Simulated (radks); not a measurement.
The numbers below are computed, except where a source is named.
Q: Coherent X-ray form factor from a spherical all-electron density. Level of theory: Dirac Kohn-Sham, PBE, spin-unpolarised, spherical densities, finite nucleus; Fermi nuclear charge, rms radius of each element as measured or else 0.836 A^(1/3) + 0.57 fm (a radial shooting solver on a logarithmic mesh with Libxc functionals).

| sin(theta)/lambda (1/angstrom) | f0 (electrons) |
|---|---|
| 0.05 | 68.677 |
| 0.1 | 67.727 |
| 0.15 | 66.210 |
| 0.2 | 64.215 |
| 0.25 | 61.852 |
| 0.3 | 59.235 |
| 0.4 | 53.672 |
| 0.5 | 48.220 |
| 0.6 | 43.262 |
| 0.8 | 35.136 |
| 1 | 28.968 |
| 1.25 | 23.253 |
| 1.5 | 19.322 |
| 2 | 14.959 |

The species is in the configuration that NIST lists as its ground one. Which atom or ion scatters so?

A: The mercury ion Hg11+, [Xe] 4f14 5d1. Extrapolating in s^2 from the first two rows gives f0(0) = 69.0, near the electron count 69; among species with that count, the fall with angle is slower the higher Z, and the table is that of Z = 80; from so few rows the species is fixed only to a neighbour or two.
